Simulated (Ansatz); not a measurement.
One change: `C=C(C)[SiH3]` becomes `C=C([SiH3])[SiH2][SiH3]`.

Ansatz, PBE0-D4/def2-TZVP geometries, multiplicity 1. Each molecule was computed in one conformer, which needn't be the lowest.

| property | `C=C(C)[SiH3]` |
| --- | --- |
| HOMO energy (PBE0/def2-TZVPP) / eV | -7.60 |
| HOMO energy (B3LYP/def2-TZVPP) / eV | -7.38 |
| LUMO energy (PBE0/def2-TZVPP) / eV | -0.23 |
| HOMO–LUMO gap (B3LYP/def2-TZVPP) / eV | 6.94 |
| HOMO–LUMO gap (ωB97M-V/def2-TZVPP) / eV | 11.69 |
| HOMO energy (ωB97M-V/def2-TZVPP) / eV | -9.83 |

Question: What does the change do to each property? (Best estimate.)

Answer: Computed: 
| property | `C=C([SiH3])[SiH2][SiH3]` | shift |
| --- | --- | --- |
| HOMO energy (PBE0/def2-TZVPP) / eV | -7.75 | -0.15 |
| HOMO energy (B3LYP/def2-TZVPP) / eV | -7.54 | -0.16 |
| LUMO energy (PBE0/def2-TZVPP) / eV | -1.02 | -0.79 |
| HOMO–LUMO gap (B3LYP/def2-TZVPP) / eV | 6.35 | -0.59 |
| HOMO–LUMO gap (ωB97M-V/def2-TZVPP) / eV | 10.83 | -0.86 |
| HOMO energy (ωB97M-V/def2-TZVPP) / eV | -9.80 | 0.03 |

With PBE0 the HOMO falls by 0.15 eV and the LUMO falls by 0.79 eV, so the gap narrows by about 0.64 eV. PBE moves the HOMO by -0.19 eV and ωB97M-V by 0.03 eV.

B3LYP here is the variant with VWN-RPA as its local correlation; programs differ in this.
